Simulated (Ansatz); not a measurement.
`[OH][W]([OH])([F])([Cl])([Cl])[Cl]` and `[OH][Mo]([OH])([F])([Cl])([Cl])[Cl]` differ in one element.

Ansatz, PBE0-D4/def2-TZVP geometries, multiplicity 1. Each molecule was computed in one conformer, which needn't be the lowest.

Elements past krypton have def2 core potentials.

```tsv
property	`[OH][W]([OH])([F])([Cl])([Cl])[Cl]`
HOMO energy (ωB97M-V/def2-TZVPP) / eV	-10.84
HOMO energy (PBE0/def2-TZVPP) / eV	-8.66
LUMO energy (B3LYP/def2-TZVPP) / eV	-4.40
HOMO–LUMO gap (ωB97M-V/def2-TZVPP) / eV	8.55
LUMO energy (PBE/def2-TZVPP) / eV	-4.73
HOMO–LUMO gap (PBE/def2-TZVPP) / eV	2.55
```

Q: What does the change do to each property? (Estimate.)

A: Ansatz gave: 
| property | `[OH][Mo]([OH])([F])([Cl])([Cl])[Cl]` | shift |
| --- | --- | --- |
| HOMO energy (ωB97M-V/def2-TZVPP) / eV | -10.83 | 0.01 |
| HOMO energy (PBE0/def2-TZVPP) / eV | -8.67 | -0.01 |
| LUMO energy (B3LYP/def2-TZVPP) / eV | -5.18 | -0.78 |
| HOMO–LUMO gap (ωB97M-V/def2-TZVPP) / eV | 7.69 | -0.86 |
| LUMO energy (PBE/def2-TZVPP) / eV | -5.44 | -0.71 |
| HOMO–LUMO gap (PBE/def2-TZVPP) / eV | 1.87 | -0.68 |

B3LYP here is the variant with VWN-RPA as its local correlation; programs differ in this.
